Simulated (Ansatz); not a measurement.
System: ethoxy(difluoro)borane, C$_{2}$H$_{5}$BF$_{2}$O, net charge 0, singlet state. 
Geometry from a B3LYP-D3(BJ)/def2-TZVP (Ansatz, a program for electronic structure) optimisation:
```xyz
11

C     -2.1692    -0.4595     0.6482
C     -0.9372    -1.1809     0.1432
O      0.2590    -0.5035     0.5666
B      0.8685     0.4175    -0.1909
F      1.9553     1.0256     0.2649
F      0.4328     0.7602    -1.4053
H     -2.2434     0.5374     0.2107
H     -3.0665    -1.0184     0.3753
H     -2.1395    -0.3622     1.7340
H     -0.8720    -2.1847     0.5621
H     -0.9482    -1.2614    -0.9453
```

Property: atomisation energy (electronic, to ground-state atoms); the coupled-cluster value holds the core correlation from cc-pwCVTZ, in kcal/mol. Cores are frozen in the correlated levels unless marked. Open shells are spin-unrestricted. Spin-orbit coupling is left out. Non-relativistic. CBS(X,Y): correlation extrapolated as X^-3; Hartree-Fock from the larger set.

Level to compare with: CCSD(T)/CBS(aug-cc-pVTZ,aug-cc-pVQZ) plus the core term (Ansatz), 1141.5 kcal/mol. It is a level with limits of its own, and the differences hold the functionals' basis error too.

Problem. Rank these functionals by how close they come to CCSD(T)/CBS(aug-cc-pVTZ,aug-cc-pVQZ), closest first: SVWN5/def2-TZVPD (Ansatz); BLYP/def2-TZVPD (Ansatz); B3LYP/def2-TZVPD (Ansatz).

Solution. B3LYP/def2-TZVPD (global hybrid, 1127.6 kcal/mol, difference -13.9), BLYP/def2-TZVPD (GGA, 1125.6 kcal/mol, difference -15.9), SVWN5/def2-TZVPD (LDA, 1307.9 kcal/mol, difference 166.4)
